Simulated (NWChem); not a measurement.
System: SnHOBrF$_{2}$; SMILES [OH][Sn]([F])([F])[Br]

NWChem printed, in part:

```
             Northwest Computational Chemistry Package (NWChem) 7.3.0
             --------------------------------------------------------

 CS  symmetry detected

                             Geometry "geometry" -> ""
                             -------------------------

 Output coordinates in angstroms (scale by  1.889725989 to convert to a.u.)

  No.       Tag          Charge          X              Y              Z
 ---- ---------------- ---------- -------------- -------------- --------------
    1 O                    8.0000     1.84784548     1.26214150     0.00000000
    2 Sn                  50.0000     0.01849638     0.58322727     0.00000000
    3 F                    9.0000    -0.93383982     1.29327252     1.50810300
    4 F                    9.0000    -0.93383982     1.29327252    -1.50810300
    5 Br                  35.0000    -0.02183628    -1.85047353     0.00000000
    6 H                    1.0000     1.86580353     2.22917225     0.00000000

 Effective nuclear repulsion energy (a.u.)     930.6898324759

      Symmetry information
      --------------------

 Group name             Cs
 Group number              2
 Group order               2
 No. of unique centers     5

                                 NWChem DFT Module
                                 -----------------

 Summary of "ao basis" -> "ao basis" (spherical)
 ------------------------------------------------------------------------------
       Tag                 Description            Shells   Functions and Types
 ---------------- ------------------------------  ------  ---------------------
 O                          def2-svp                 6       14   3s2p1d
 Sn                         def2-svp                10       26   4s4p2d
 F                          def2-svp                 6       14   3s2p1d
 Br                         def2-svp                12       32   5s4p3d
 H                          def2-svp                 3        5   2s1p

      Symmetry analysis of basis
      --------------------------

        a'         68
        a"         37

            General Information
            -------------------
          SCF calculation type: DFT
          Wavefunction type:  closed shell.
          No. of atoms     :     6
          No. of electrons :    84
           Alpha electrons :    42
            Beta electrons :    42
          Charge           :     0
          Spin multiplicity:     1
          Use of symmetry is: on ; symmetry adaption is: on
          Maximum number of iterations: 150
          AO basis - number of functions:   105
                     number of shells:    43
          Convergence on energy requested:  1.00D-06
          Convergence on density requested:  1.00D-05
          Convergence on gradient requested:  5.00D-04

              XC Information
              --------------
                   Becke 97-2 Method XC Functional
                     Hartree-Fock (Exact) Exchange  0.210
                 Becke 1997-2  Exchange Functional  1.000
                Becke 1997-2 Correlation Potential  1.000

             Grid Information
             ----------------
          Grid used for XC integration:  medium
          Radial quadrature: Mura-Knowles
          Angular quadrature: Lebedev.
          Tag              B.-S. Rad. Rad. Pts. Rad. Cut. Ang. Pts.
          ---              ---------- --------- --------- ---------
          O                   0.60       49          10.0       434
          Sn                  1.45      123           8.0       590
          F                   0.50       49          10.0       434
          Br                  1.15      112          11.0       590
          H                   0.35       45          11.0       434
          Grid pruning is: on
          Number of quadrature shells:   378
          Spatial weights used:  Erf1

      Superposition of Atomic Density Guess
      -------------------------------------

 Sum of atomic energies:       -3094.95700714

      Non-variational initial energy
      ------------------------------

 Total energy =   -3059.515085
 1-e energy   =   -5361.605372
 2-e energy   =    1790.122677
 HOMO         =      -0.410326
 LUMO         =      -0.106203

      Symmetry analysis of molecular orbitals - initial
      -------------------------------------------------

  Numbering of irreducible representations:

     1 a'          2 a"

  Orbital symmetries:

     1 a'          2 a'          3 a'          4 a'          5 a"
     6 a'          7 a"          8 a'          9 a'         10 a'
    11 a'         12 a"         13 a'         14 a'         15 a'
    16 a"         17 a'         18 a'         19 a"         20 a'
    21 a"         22 a'         23 a"         24 a'         25 a'
    26 a'         27 a"         28 a"         29 a'         30 a'
    31 a'         32 a'         33 a"         34 a'         35 a'
    36 a"         37 a"         38 a'         39 a'         40 a"
    41 a"         42 a'         43 a'         44 a'         45 a"
    46 a'         47 a'         48 a'         49 a'         50 a"
    51 a'         52 a"

     ---------------------------------------------
      Total Density - Mulliken Population Analysis
     ---------------------------------------------

    Atom       Charge   Shell Charges
 -----------   ------   -------------------------------------------------------
    1 O    8     8.85   1.99  1.11  0.68  3.04  2.04  0.00
    2 Sn  22    19.78   1.60  0.41  0.66  0.12  3.27  2.72  0.60  0.23  9.78  0.39
    3 F    9     9.70   1.99  1.15  0.81  3.53  2.22  0.00
    4 F    9     9.70   1.99  1.15  0.81  3.53  2.22  0.00
    5 Br  35    35.32   2.00  2.00  2.00  1.36  0.59  6.00  5.99  2.31  3.07  8.23  1.73  0.05
    6 H    1     0.65   0.53  0.07  0.06

   convergence    iter        energy       DeltaE   RMS-Dens  Diis-err
 ---------------- ----- ----------------- --------- --------- ---------
 d= 0,ls=0.0,diis     1  -3064.2049364990 -3.58D+03  2.28D-02  1.29D+00
 d= 0,ls=0.0,diis     2  -3063.9900631373  2.15D-01  1.22D-02  3.94D+00
 d= 0,ls=0.0,diis     3  -3064.3644469032 -3.74D-01  1.54D-03  1.73D-02
 d= 0,ls=0.0,diis     4  -3064.3652566521 -8.10D-04  8.19D-04  8.72D-03
 d= 0,ls=0.0,diis     5  -3064.3661953032 -9.39D-04  1.99D-04  9.77D-04
  Resetting Diis
 d= 0,ls=0.0,diis     6  -3064.3662774357 -8.21D-05  8.59D-05  1.12D-04
 d= 0,ls=0.0,diis     7  -3064.3662906793 -1.32D-05  3.10D-05  4.44D-06
 d= 0,ls=0.0,diis     8  -3064.3662902564  4.23D-07  1.91D-05  8.32D-06
 d= 0,ls=0.0,diis     9  -3064.3662910000 -7.44D-07  3.12D-06  3.22D-07

         Total DFT energy =    -3064.366291000004
      One electron energy =    -5363.455148212081
           Coulomb energy =     1927.486377938771
    Exchange-Corr. energy =     -140.365130243584
 Nuclear repulsion energy =      511.967609516889

 Numeric. integr. density =       84.000005330934

                  Occupations of the irreducible representations
                  ----------------------------------------------

                     irrep           alpha         beta
                     --------     --------     --------
                     a'               28.0         28.0
                     a"               14.0         14.0

                       DFT Final Molecular Orbital Analysis
                       ------------------------------------

 Vector   40  Occ=2.000000D+00  E=-3.523526D-01  Symmetry=a"
              MO Center=  1.5D+00,  1.1D+00, -1.9D-13, r^2= 1.9D+00
   Bfn.  Coefficient  Atom+Function         Bfn.  Coefficient  Atom+Function
  ----- ------------  ---------------      ----- ------------  ---------------
     6      0.587946  1 O  pz                 9      0.443234  1 O  pz
    82      0.119508  5 Br pz                85      0.117590  5 Br pz
    44      0.111100  3 F  px                58     -0.111100  4 F  px
    34      0.094123  2 Sn d  1              30      0.085868  2 Sn pz
    47     -0.085759  3 F  px                61      0.085759  4 F  px

 Vector   41  Occ=2.000000D+00  E=-3.381660D-01  Symmetry=a'
              MO Center= -1.0D-02, -1.7D+00,  1.1D-12, r^2= 1.8D+00
   Bfn.  Coefficient  Atom+Function         Bfn.  Coefficient  Atom+Function
  ----- ------------  ---------------      ----- ------------  ---------------
    83      0.579304  5 Br px                80      0.536075  5 Br px
    77     -0.351642  5 Br px                74      0.114080  5 Br px
    31      0.072190  2 Sn d -2               4      0.067164  1 O  px
    36     -0.051302  2 Sn d -2               7      0.044498  1 O  px
    28      0.042752  2 Sn px                46      0.040708  3 F  pz

 Vector   42  Occ=2.000000D+00  E=-3.375288D-01  Symmetry=a"
              MO Center=  8.3D-02, -1.5D+00, -3.8D-13, r^2= 2.4D+00
   Bfn.  Coefficient  Atom+Function         Bfn.  Coefficient  Atom+Function
  ----- ------------  ---------------      ----- ------------  ---------------
    85      0.568738  5 Br pz                82      0.521583  5 Br pz
    79     -0.342550  5 Br pz                 6     -0.163897  1 O  pz
     9     -0.126482  1 O  pz                76      0.111135  5 Br pz
    32      0.062998  2 Sn d -1              45     -0.063044  3 F  py
    59      0.063044  4 F  py                48      0.049122  3 F  py

 Vector   43  Occ=0.000000D+00  E=-1.151641D-01  Symmetry=a'
              MO Center=  7.0D-02,  1.1D-01, -2.8D-14, r^2= 4.1D+00
   Bfn.  Coefficient  Atom+Function         Bfn.  Coefficient  Atom+Function
  ----- ------------  ---------------      ----- ------------  ---------------
    17      0.768391  2 Sn s                 18      0.558220  2 Sn s
    84     -0.462369  5 Br py                16     -0.296855  2 Sn s
    81     -0.297433  5 Br py                 3     -0.266426  1 O  s
     4      0.240373  1 O  px                15     -0.235019  2 Sn s
     7      0.226624  1 O  px                72     -0.206211  5 Br s

[...]
```

Level: B97-2/def2-SVP with def2 effective core potentials on Sn. Structure relaxed at the PBE0/def2-SVP level. Not confirmed as a minimum by frequencies. def2 effective core potentials on Sn; no spin-orbit coupling.

Question: Which NWChem input produces such a log?

Answer: One answer among several that fit: the input that was run:
```
start job
memory heap 200 mb stack 900 mb global 1100 mb
geometry units angstroms noautoz
  O      1.816454     1.327349     0.000000
  Sn     0.002434     0.608479     0.000000
  F     -0.965245     1.297468     1.508103
  F     -0.965245     1.297468    -1.508103
  Br     0.015484    -1.825521     0.000000
  H      1.813200     2.294541     0.000000
end
basis spherical
  * library def2-svp
end
ecp
  Sn library def2-ecp
end
dft
  xc becke97-2
  iterations 150
  mulliken
end
task dft energy
```
